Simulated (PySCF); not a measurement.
## B²⁺ (boron, charge +2): UHF calculation

Configuration: [He] 2s1, 2S determinant. Computed with PySCF 2.14 in aug-cc-pVTZ with one added diffuse shell each of s, p, d, f type (6s5p4d3f, 62 functions), with no relativity, point nucleus.

```
Total energy                                     : -23.375340 hartree
One-electron energy                              : -27.7453 hartree
Hartree (Coulomb) energy                         : 7.6002 hartree
Exchange energy                                  : -3.2302 hartree
Kinetic energy                                   : 23.37289 hartree
⟨S²⟩                                             : 0.7500
⟨L²⟩                                             : 0.000
Sum of ⟨r⟩                                       : 2.288 bohr
Sum of ⟨r²⟩                                      : 3.416 bohr²
Density at the nucleus (Gaussians lack the cusp) : 68.7 bohr⁻³
Spin density at the nucleus                      : 2.31 bohr⁻³
Langevin diamagnetic susceptibility              : -2.71 ×10⁻⁶ cm³/mol
```

| shell | electrons | mean orbital energy (eV) | rms radius, mean of both spins (bohr) |
| --- | --- | --- | --- |
| 1s α | 1 | -240.52 | 0.377 |
| 1s β | 1 | -238.82 | 0.377 |
| 2s α | 1 | -37.819 | 1.77 |
